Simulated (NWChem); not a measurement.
# Si$_{2}$NH$_{5}$F$_{2}$; SMILES F[SiH2]N[SiH2]F

```xyz
10

Si    -0.3289     1.3839    -0.0875
F      0.8394     2.3826    -0.6181
N      0.3393    -0.0679     0.5677
Si     0.4816    -1.6150    -0.1872
F     -0.7050    -2.6168     0.2945
H     -1.0597     2.1307     0.9683
H     -1.1697     1.0216    -1.2553
H      0.6940    -0.0037     1.5197
H      1.7556    -2.2638     0.2159
H      0.3406    -1.4299    -1.6529
```
Atoms are numbered in this order, from 1.

Program: NWChem. Pople sets run with spherical d functions. Geometry: optimised at PBE0/def2-SVP. B3LYP is NWChem's, with the RPA form of VWN correlation. Atomic charges in e: unrestrained fits to the electrostatic potential beside Mulliken populations; buried atoms are poorly determined by the fit.

For level Hartree-Fock/6-31G*:

```
Item          Value
------------  -----
ESP Si1        0.97
Mulliken Si1   1.23
Mulliken F2   -0.54
ESP N3        -0.87
Mulliken N3   -1.11
ESP Si4        0.97
Mulliken Si4   1.23
Mulliken F5   -0.54
```

Question: What are these values for level B3LYP/def2-SVP?

Answer: 
- ESP Si1: 0.82
- Mulliken Si1: 0.76
- Mulliken F2: -0.34
- ESP N3: -0.70
- Mulliken N3: -0.52
- ESP Si4: 0.82
- Mulliken Si4: 0.76
- Mulliken F5: -0.34
